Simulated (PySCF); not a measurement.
## Calculated data, CH6BNSi, C2H5BO

Calculation on a computer-drawn molecule: the log of a Hartree-Fock and frozen-core CCSD(T) single point meant for a local Hartree-Fock minimum, with one planted fault or none, to be diagnosed. Offsets are logged minus clean, where the clean run is the same molecule without the fault. The reference is restricted for singlets and unrestricted otherwise, and also for a bond in bohr or an excited solution. Adding or removing an electron swaps singlet and doublet. The excited solution moves the top pair (singlet) or top alpha electron (doublet) to the lowest empty orbital. Highest occupied and lowest empty are orbital energies over both spins, largest force is the largest gradient component, triples share is (T) over the correlation energy, the T1 limit is 0.02 restricted and 0.045 unrestricted, electrons count all cores, a negative frequency is imaginary (commonest isotopes), and the dipole is about the centre of nuclear charge. Program: PySCF 2.14.0.

Common to all runs: meant charge 0; meant multiplicity 1; logged SCF converged yes; logged CC converged yes; logged SCF stable within its kind yes; possible faults no fault, one electron removed, one electron added, multiplicity raised by two, geometry at a saddle point, SCF held on an excited solution, minimal basis STO-3G, one bond length entered in bohr, all coordinates scaled.

```json
{"entry": 1, "formula": "CH6BNSi", "logged_structure": {"atoms_angstrom": [["B", -1.0599, 1.5147, -0.923], ["Si", -0.9833, 0.4884, 0.8521], ["N", -0.0278, -0.8667, 0.4469], ["C", 0.6165, -1.3014, -0.7794], ["H", -1.9677, 1.3697, -1.7029], ["H", -0.2811, 2.3975, -1.1827], ["H", 0.134, -1.5149, 1.1965], ["H", 1.6982, -1.3972, -0.6512], ["H", 0.4399, -0.577, -1.5743], ["H", 0.2288, -2.2668, -1.1163]]}, "given": {"meant_basis": "cc-pV(D+d)Z", "logged_electrons": 38, "logged_basis_functions": 95, "logged_spin_squared": 2.0412, "logged_highest_occupied [eV]": -6.3996, "logged_lowest_empty [eV]": 0.21062, "logged_largest_force [hartree/bohr]": 0.030069, "logged_T1_diagnostic": 0.020083, "logged_D1_diagnostic": 0.067744, "logged_triples_share": 0.031766, "logged_dipole_magnitude [debye]": 5.0464, "logged_energy_HF [hartree]": -409.31479, "logged_energy_CCSD(T) [hartree]": -409.85915, "drawn_bonds_atom": [1, 2, 3, 1, 1, 3, 4, 4, 4], "drawn_bonds_other_atom": [2, 3, 4, 5, 6, 7, 8, 9, 10], "drawn_bonds_order": [1, 1, 1, 1, 1, 1, 1, 1, 1]}, "results": {"planted_fault": "multiplicity raised by two", "HF_energy_offset_from_clean_run [kcal/mol]": 39.2, "CCSD(T)_energy_offset_from_clean_run [kcal/mol]": 44.8}}
{"entry": 2, "formula": "CH6BNSi", "logged_structure": {"atoms_angstrom": [["B", -1.0599, 1.5147, -0.923], ["Si", -0.9833, 0.4884, 0.8521], ["N", -0.0278, -0.8667, 0.4469], ["C", 0.6165, -1.3014, -0.7794], ["H", -1.9677, 1.3697, -1.7029], ["H", -0.2811, 2.3975, -1.1827], ["H", 0.134, -1.5149, 1.1965], ["H", 1.6982, -1.3972, -0.6512], ["H", 0.4399, -0.577, -1.5743], ["H", 0.2288, -2.2668, -1.1163]]}, "given": {"meant_basis": "cc-pV(D+d)Z", "logged_electrons": 39, "logged_basis_functions": 95, "logged_spin_squared": 0.8631, "logged_highest_occupied [eV]": -0.27115, "logged_lowest_empty [eV]": 7.214, "logged_largest_force [hartree/bohr]": 0.023136, "logged_T1_diagnostic": 0.033997, "logged_D1_diagnostic": 0.15901, "logged_triples_share": 0.031017, "logged_dipole_magnitude [debye]": 7.3738, "logged_energy_HF [hartree]": -409.34841, "logged_energy_CCSD(T) [hartree]": -409.91949, "drawn_bonds_atom": [1, 2, 3, 1, 1, 3, 4, 4, 4], "drawn_bonds_other_atom": [2, 3, 4, 5, 6, 7, 8, 9, 10], "drawn_bonds_order": [1, 1, 1, 1, 1, 1, 1, 1, 1]}, "results": {"planted_fault": "one electron added", "HF_energy_offset_from_clean_run [kcal/mol]": 18.1, "CCSD(T)_energy_offset_from_clean_run [kcal/mol]": 6.931}}
{"entry": 3, "formula": "C2H5BO", "logged_structure": {"atoms_angstrom": [["C", -1.65, 0.0843, -0.394], ["B", -0.3738, 0.4847, -0.0387], ["C", 1.0612, 0.9671, 0.3113], ["O", 2.046, -0.0303, 0.4173], ["H", -2.0254, 0.1959, -1.4059], ["H", -2.3353, -0.3615, 0.3191], ["H", 1.337, 1.7321, -0.4299], ["H", 1.0348, 1.4921, 1.2689], ["H", 1.9755, -0.6232, -0.3156]]}, "given": {"meant_basis": "cc-pVDZ", "logged_electrons": 30, "logged_basis_functions": 25, "logged_spin_squared": 0.0, "logged_highest_occupied [eV]": -7.0097, "logged_lowest_empty [eV]": 7.1441, "logged_largest_force [hartree/bohr]": 0.060759, "logged_T1_diagnostic": 0.0095458, "logged_D1_diagnostic": 0.031048, "logged_triples_share": 0.011791, "logged_dipole_magnitude [debye]": 0.92613, "logged_energy_HF [hartree]": -175.82266, "logged_energy_CCSD(T) [hartree]": -176.06145, "drawn_bonds_atom": [1, 2, 3, 1, 1, 3, 3, 4], "drawn_bonds_other_atom": [2, 3, 4, 5, 6, 7, 8, 9], "drawn_bonds_order": [2, 1, 1, 1, 1, 1, 1, 1]}, "results": {"planted_fault": "minimal basis STO-3G", "HF_energy_offset_from_clean_run [kcal/mol]": 1450, "CCSD(T)_energy_offset_from_clean_run [kcal/mol]": 1671}}
{"entry": 4, "formula": "C2H5BO", "logged_structure": {"atoms_angstrom": [["C", -1.65, 0.0843, -0.394], ["B", -0.3738, 0.4847, -0.0387], ["C", 1.0612, 0.9671, 0.3113], ["O", 2.046, -0.0303, 0.4173], ["H", -2.0254, 0.1959, -1.4059], ["H", -2.3353, -0.3615, 0.3191], ["H", 1.337, 1.7321, -0.4299], ["H", 1.0348, 1.4921, 1.2689], ["H", 1.9755, -0.6232, -0.3156]]}, "given": {"meant_basis": "cc-pVDZ", "logged_electrons": 30, "logged_basis_functions": 81, "logged_spin_squared": 0.0, "logged_highest_occupied [eV]": -8.864, "logged_lowest_empty [eV]": 2.9561, "logged_largest_force [hartree/bohr]": 1.6798e-05, "logged_lowest_frequency [cm^-1]": 181.31, "logged_T1_diagnostic": 0.01181, "logged_D1_diagnostic": 0.031489, "logged_triples_share": 0.028859, "logged_dipole_magnitude [debye]": 1.0412, "logged_energy_HF [hartree]": -178.134, "logged_energy_CCSD(T) [hartree]": -178.72464, "drawn_bonds_atom": [1, 2, 3, 1, 1, 3, 3, 4], "drawn_bonds_other_atom": [2, 3, 4, 5, 6, 7, 8, 9], "drawn_bonds_order": [2, 1, 1, 1, 1, 1, 1, 1]}, "results": {"planted_fault": "no fault", "HF_energy_offset_from_clean_run [kcal/mol]": 0.0, "CCSD(T)_energy_offset_from_clean_run [kcal/mol]": 0.0}}
```
